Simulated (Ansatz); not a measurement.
CH$_{5}$N$_{3}$Zn, SMILES `NC1[NH][Zn][NH]1`, charge 0, multiplicity 1.

Question: Give a relaxed structure at PBE0-D4/def2-TZVP (Ansatz). (Estimate.)

Answer: The calculation gave: 
Cartesian coordinates in Å:
```
N 1.230 0.285 0.545
C -0.136 -0.135 0.323
N -0.980 0.933 -0.270
Zn -1.058 -0.217 -1.807
N -0.188 -1.314 -0.542
H 1.654 0.493 -0.355
H 1.225 1.153 1.069
H -0.565 -0.386 1.308
H -1.848 1.044 0.245
H 0.666 -1.856 -0.516
```
This is one stationary point; other conformers may exist.
